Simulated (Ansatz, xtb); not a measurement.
Two isomers of C5H8OSe

Structure I is `O=C1CC[Se]CC1`, a singlet and structure II is `C[C@@H]1CC(=O)C[Se]1`, a singlet. Both are isolated molecules in the gas phase, relaxed with B3LYP/def2-SVP; each stands in its lowest conformer found.

**Question.** Estimate which is lower in electronic energy at CCSD(T)/def2-SVP + ΔMP2/def2-TZVPP, and by roughly how much.

**Answer.** Too close to call at this level: CCSD(T)/def2-SVP + ΔMP2/def2-TZVPP gives E(II) − E(I) = −0.018 eV.

Level by level:

```csv
level,geometry,E(II) − E(I) (eV),departure from the last row (eV),"job, with rough time for the two"
GFN2-xTB,GFN2-xTB,−0.085,−0.067,"optimisation, 0.26 s"
HF/STO-3G,GFN2-xTB,+0.027,+0.045,"single point, 1.2 s"
r2SCAN-D4/def2-SVP,GFN2-xTB,−0.035,−0.017,"single point, 6.4 s"
B3LYP/def2-SVP,B3LYP/def2-SVP,+0.011,+0.029,"optimisation, 79 s"
HF/def2-SVP,B3LYP/def2-SVP,+0.032,+0.049,part of the CCSD(T) run
MP2/def2-SVP,B3LYP/def2-SVP,−0.027,−0.009,part of the CCSD(T) run
CCSD(T)/def2-SVP,B3LYP/def2-SVP,−0.013,+0.005,single point
CCSD(T)/def2-SVP + ΔMP2/def2-TZVPP,B3LYP/def2-SVP,−0.018,,"single point, 2.9 min"
```

As drawn, both hold the same kinds of bond in the same numbers. Structure I has 0 methyl groups, II 1. Structure I has a 6-membered ring, II a 5-membered ring.

The largest departure from CCSD(T)/def2-SVP + ΔMP2/def2-TZVPP is that of GFN2-xTB, 0.067 eV. The last row adds to CCSD(T) the change of the MP2 difference between the two basis sets, here −0.005 eV.

With thermal terms from frequencies at re-optimised GFN2-xTB minima (ideal gas, soft modes damped towards free rotors, one conformer each, 298.15 K, 1 atm): on the last row, ΔE + ΔZPE = −0.050, ΔH = −0.037, ΔG = −0.065 eV.

The correlated steps freeze 15 core orbitals; the filled d shell of Se is correlated, in a basis made for valence electrons. Mirror images aren't counted in ΔG. Run with Ansatz 0.2.0, xtb 6.7.1; the last row on 4 threads of Arm Neoverse V1 on a shared host.
